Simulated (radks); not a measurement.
The numbers below are computed, except where a source is named.
Question: Ionisation of Bi3+, [Hg], to Bi4+, [Xe] 4f14 5d10 6s1, under several functionals. Dirac Kohn-Sham, spin-unpolarised, spherical densities, point nucleus; a radial shooting solver on a logarithmic mesh with Libxc functionals. Known Delta-SCF values: revPBE 45.236 eV; exchange-only LDA 44.472 eV. What does HCTH/407 give, and what is its highest occupied eigenvalue?

Answer: 45.518 eV by Delta-SCF; the 6s1/2 eigenvalue is -40.124 eV. NIST: 45.4 eV (measured).

Beside tabulated values, note that spin-unpolarised runs miss the spin-polarisation part of the exchange energy of open shells.
